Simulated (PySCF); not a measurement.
## A small calculation by hand: entropy of an ideal gas

CH4F2SeSi, SMILES C[Si](F)(F)[SeH].

The structure is a stationary point at PBE-D3(BJ)/def2-SVP. This is a generated structure with no PubChem entry under its InChIKey; it may be hypothetical. Other conformers were not sampled.

PBE-D3(BJ)/def2-SVP (PySCF) gives the harmonic wavenumbers 109, 136, 157, 170, 221, 230, 304, 416, 624, 702, 755, 774, 866, 935, 1225, 1372, 1376, 2355, 2984, 3086, 3096 cm⁻¹ and the rotational temperatures 0.1710, 0.0669, 0.0656 K. The molar mass is 161.10 g/mol, the symmetry number 1, the spin multiplicity 1.

Task: Work out the entropy at 298.15 K and 1 atm in the rigid-rotor, harmonic-oscillator model.

Result: 
Translation (Sackur–Tetrode at 1 atm): S = R[1.5 ln M + 2.5 ln T − 1.16487] = 172.1 J/(mol K).
Rotation: q = (√π/σ) T^1.5/√(θA θB θC) = 333000, S = R[ln q + 3/2] = 118.2 J/(mol K).
Vibration: with u = 1.4388 ν/T, each mode gives R[u/(e^u − 1) − ln(1 − e^−u)]:
```csv
ν (cm⁻¹),modes,u,S (J/(mol K))
109,1,0.53,13.75
136,1,0.66,11.96
157,1,0.76,10.82
170,1,0.82,10.19
221,1,1.07,8.16
230,1,1.11,7.86
304,1,1.47,5.84
416,1,2.01,3.79
624,1,3.01,1.72
702,1,3.39,1.27
755,1,3.64,1.03
774,1,3.74,0.96
866,1,4.18,0.67
935,1,4.51,0.51
1225,1,5.91,0.16
1372,1,6.62,0.08
1376,1,6.64,0.08
```
The stiffer modes add less than 0.005 each. Sum 78.9 J/(mol K).
Spin: R ln 1 = 0.0 J/(mol K).
Total 369.2 J/(mol K); the program's own thermochemistry gives 369.1. Translation makes up 47 % and vibration 21 %. Anharmonicity, hindered rotation and orbital degeneracy are left out.
